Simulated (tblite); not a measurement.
Species: C7H8FN.
Cartesian coordinates in Å at the GFN2-xTB level; atoms count from 1:
```
atom  x, y, z in Å
C1     2.545    0.843   -0.635
C2     1.274    0.438   -0.619
C3     0.588    0.156    0.628
C4    -0.672   -0.251    0.756
C5    -1.582   -0.601    1.927
C6    -2.523   -0.841    0.782
N7    -1.712   -0.534   -0.176
C8     0.477    0.248   -1.878
F9     1.213    0.536   -3.000
H10    3.054    1.052   -1.559
H11    3.106    0.975    0.274
H12    1.167    0.293    1.531
H13   -1.297   -1.476    2.509
H14   -1.836    0.220    2.596
H15   -3.546   -1.162    0.708
H16    0.136   -0.789   -1.969
H17   -0.400    0.904   -1.886
```

Computed values, GFN2-xTB/tblite, gas phase, harmonic and unscaled. The method is semi-empirical: single wavenumbers can be off by several per cent or more. One conformer, not necessarily the lowest.

Harmonic wavenumbers (cm⁻¹): 60.0, 78.5, 122.5, 147.2, 229.8, 249.5, 317.5, 395.0, 455.0, 513.1, 584.8, 683.0, 764.7, 777.6, 867.0, 890.5, 898.2, 941.0, 942.6, 967.2, 975.0, 1020.7, 1042.0, 1053.2, 1068.4, 1169.2, 1199.8, 1215.5, 1255.8, 1283.5, 1338.1, 1407.0, 1415.7, 1424.8, 1576.0, 1663.4, 1732.0, 2936.7, 2954.2, 2991.9, 3002.0, 3060.7, 3111.5, 3120.9, 3147.7.

A = 3673, B = 959.1, C = 767.9 MHz; mass 125.064 u (most abundant isotopes); point group Cs, symmetry number 1.

Problem. Zero-point energy?

Solution. ½Σν̃ = 28525 cm⁻¹ = 341.24 kJ/mol.

Problem. What is S at 400 K and 1 bar for an ideal gas of classical rigid rotors and harmonic oscillators?

Solution. Translation 175.19, rotation 125.69, vibration 139.60: S = 440.5 J/(mol K).

Problem. And Cp and H(400 K) − H(0)?

Solution. Cp = 183.83 J/(mol K), of which vibrations give 150.58 (their classical limit is 45 R = 374.2); H(400 K) − H(0) = 42.84 kJ/mol without the zero-point energy, 29.54 from vibrations.

Problem. Which modes carry the vibrational entropy at 400 K?

Solution. 60.0 cm⁻¹: 21.08; 78.5 cm⁻¹: 18.86; 122.5 cm⁻¹: 15.20; 147.2 cm⁻¹: 13.70; 229.8 cm⁻¹: 10.13; 249.5 cm⁻¹: 9.49 J/(mol K); the other 39 give 51.15 together.

Problem. How do the functions run with temperature in this model?

Solution. 
| T (K) | S (J/(mol K)) | Cp (J/(mol K)) | H − H(0) (kJ/mol) | G − H(0) (kJ/mol) | ln q(vib) |
| --- | --- | --- | --- | --- | --- |
| 100 | 283.6 | 71.3 | 5.10 | -23.26 | 1.34 |
| 200 | 343.4 | 105.3 | 13.91 | -54.76 | 3.52 |
| 300 | 393.4 | 144.7 | 26.38 | -91.64 | 5.70 |
| 500 | 485.2 | 217.2 | 62.95 | -179.65 | 10.13 |
| 800 | 603.4 | 284.3 | 139.17 | -343.54 | 16.69 |
| 1000 | 670.0 | 312.2 | 198.98 | -471.02 | 20.80 |

q(vib) and H(0) count from the zero-point level.

Problem. Blend soft modes into free rotors: weight 1/[1 + (100 cm⁻¹/ν̃)⁴] for the oscillator and the rest for a rotor with moment μB/(μ + B), μ = h/(8π²ν), B = 10⁻⁴⁴ kg m². What vibrational entropy results?

Solution. 129.83 J/(mol K) in place of 139.60, which changes −T·S at 400 K by +3.91 kJ/mol.

Hindered rotation and anharmonicity are outside this model. Other conformers, if any are populated, would add a mixing term that is left out.
